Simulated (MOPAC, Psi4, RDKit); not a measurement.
Torsional profile of SMILES C(/C=C)=C/O[SiH3] (C4H8OSi). Scanned: dihedral C3–C4–O5–Si6; all other coordinates were relaxed at GFN2-xTB. Points at φ and −φ are mirror images. Heavy atoms are numbered in the order of the SMILES C=C/C=C\O[SiH3], hydrogens after them in the order of the atoms that carry them; the mirror image has the same energies with the sign of each dihedral reversed.

- MMFF94 // GFN2-xTB (RDKit)
- AM1, restricted, heats of formation // GFN2-xTB (MOPAC)
- PBE0/def2-TZVP // GFN2-xTB (Psi4)

Energies in mEh, each method relative to its own lowest point.

```csv
φ / °,MMFF94,AM1,PBE0/def2-TZVP
-150,2.4,0.3,0.3
-120,7.9,1.2,1.5
-90,12.5,1.8,2.5
-60,16.4,2.2,2.8
-30,18.5,1.9,2.7
0,19.5,2.0,2.9
30,18.5,1.9,2.7
60,16.4,2.2,2.8
90,12.5,1.8,2.5
120,7.9,1.2,1.5
150,2.4,0.3,0.3
180,0.0,0.0,0.0
```

MMFF94 has few fitted parameters for silicon.
